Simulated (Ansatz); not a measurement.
Basis sets compared for the cluster Hg3S3⁺. Total charge 1; doublet. Geometry r2SCAN-D4/def2-SVP. Ansatz on 4 threads of Arm Neoverse N1 on a shared host; times are rough, and most runs start from earlier orbitals.

```
atom    x (Å)    y (Å)    z (Å)
 Hg1   0.8252   0.5706  -0.8129
 Hg2   2.0802   2.9972  -0.3568
 Hg3  -1.0390  -1.9392  -0.3018
  S4  -0.5619   0.6913   1.7260
  S5  -1.6843  -0.9422   1.9005
  S6   0.3797  -1.3777  -2.1550
```

In the def2 sets Hg takes a core potential; there is no spin–orbit coupling. The structure comes from a short search, and lower isomers may exist.

```tsv
level	functions	energy (Eh)	HOMO (eV)	LUMO (eV)	wall time
PBE-D4/def2-SVP	150	-1654.0792	-10.02	-9.02	7 s
PBE0-D4/def2-SVP	150	-1654.0401	-11.14	-8.04	12 s
```

(1) Estimate the rows for PBE-D4/def2-TZVP, PBE0-D4/def2-TZVP (with forces).

Results:

(1) 
```json
{"level": "PBE-D4/def2-TZVP", "functions": "240", "energy (Eh)": "-1654.5304", "HOMO (eV)": "-10.00", "LUMO (eV)": "-8.96", "wall time": "14 s"}
{"level": "PBE0-D4/def2-TZVP (with forces)", "functions": "240", "energy (Eh)": "-1654.4893", "HOMO (eV)": "-11.09", "LUMO (eV)": "-7.94", "wall time": "39 s"}
```
